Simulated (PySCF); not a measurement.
## Effect of structural changes

Computed, not measured: TDDFT BHandHLYP/def2-SVPD circular dichroism and optical rotation, one conformer, gas phase (PySCF). Geometry: GFN2-xTB.

Each molecule in one low-energy conformer. The parent is C[C@@H]1C[Si@@H]([AsH][SiH3])O1.

The molecule is flexible and this is one conformer; a measurement averages over conformers. The calculation is non-relativistic, which matters for the atoms heavier than Zn.

Q: How does the specific rotation at 589.3 nm (origin-invariant length gauge) change along this series?
- C[C@@H]1C[Si@@H]([AsH][SiH3])O1 (base)
- C[C@@H]1C[Si@H]([AsH][SiH3])O1 (diastereomer)
- C[C@H]1C[Si@@H]([AsH][SiH3])O1 (diastereomer)

A: 
| molecule | [α]589 (deg dm⁻¹ (g/mL)⁻¹) | S1 (eV) | R(S1), velocity form (10⁻⁴⁰ esu² cm²) |
| --- | --- | --- | --- |
| C[C@@H]1C[Si@@H]([AsH][SiH3])O1 | +41.3 | 5.89 | -1.9 |
| C[C@@H]1C[Si@H]([AsH][SiH3])O1 | +214.9 | 6.00 | -0.5 |
| C[C@H]1C[Si@@H]([AsH][SiH3])O1 | -298.2 | 6.02 | -42.4 |

The specific rotation at 589.3 nm (origin-invariant length gauge) is lowest for C[C@H]1C[Si@@H]([AsH][SiH3])O1 and highest for C[C@@H]1C[Si@H]([AsH][SiH3])O1.
